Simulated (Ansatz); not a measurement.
Relaxation of BFH$_{4}$OS (8 atoms, charge 0, multiplicity 1), to a largest force component of 0.03 eV/Å in at most 50 steps.

Computed with RKS PBE0-D4/def2-SVP (Ansatz 0.2.0).

```xyz
8
Properties=species:S:1:pos:R:3:forces:R:3
B 0.074 0.616 -0.142 -0.09 0.68 0.45
O -0.184 -0.384 2.248 -0.15 0.84 -0.08
H -1.066 -0.756 2.117 0.01 0.01 0.00
H 1.127 0.075 -0.350 0.00 0.00 0.00
F -1.067 0.067 -0.526 0.02 -0.01 0.00
S -0.036 2.360 0.508 0.09 -0.72 -0.30
H 1.292 2.476 0.727 -0.03 0.01 0.00
H -0.360 0.576 2.374 0.15 -0.81 -0.07
```

Where does it end, and by what steps?

The forces met the threshold. After 9 steps the energy has fallen by 0.216 eV; O2 moved furthest, 0.47 Å. Joined: B1–O2 (2.60 → 1.73 Å).

| step | energy less start (eV) | largest force component (eV/Å) | accepted |
| --- | --- | --- | --- |
| 0 | 0.0000 | 0.841 | yes |
| 1 | 0.0148 | 1.893 | no |
| 2 | -0.0414 | 0.459 | yes |
| 3 | -0.0646 | 0.501 | yes |
| 4 | -0.1115 | 0.838 | yes |
| 5 | -0.1652 | 0.861 | yes |
| 6 | -0.2043 | 0.479 | yes |
| 7 | -0.2142 | 0.106 | yes |
| 8 | -0.2162 | 0.072 | yes |
| 9 | -0.2165 | 0.016 | yes |

```xyz
8
Properties=species:S:1:pos:R:3
B 0.020 0.469 0.227
O -0.138 -0.180 1.823
H -0.952 -0.709 1.801
H 1.064 0.001 -0.165
F -1.135 0.000 -0.332
S -0.032 2.329 0.561
H 1.298 2.483 0.726
H -0.346 0.637 2.315
```

Whether the end is a true minimum wasn't checked by a vibrational analysis.

The run took 36 s on 1 thread of Intel(R) Xeon(R) Platinum 8259CL CPU @ 2.50GHz (Skylake/Cascade Lake), on a shared host, peak memory 0.17 GiB.
